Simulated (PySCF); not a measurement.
Vertical excitations of a molecule C3H7ClOSi from TDA-PBE/def2-SVPD in PySCF 2.14.0, as energy in eV (oscillator strength): 4.30 (0.000), 4.42 (0.003), 4.46 (0.001), 5.67 (0.003), 5.97 (0.001), 6.25 (0.000), 6.32 (0.017), 6.62 (0.000), 6.66 (0.001), 6.90 (0.020). Lowest triplet (TDA): 3.73 eV. Coordinates come from a PBE0-D3(BJ)/def2-SVP optimisation. One conformer was computed; it need not be the lowest.

Question: Identify the compound among the candidates.
A. O=CCC[SiH2]Cl
B. Cl[Si@H]1CCCO1
C. O[C@@H]1CC[Si@@H]1Cl
D. O[Si]1(Cl)CCC1

Answer: A, O=CCC[SiH2]Cl
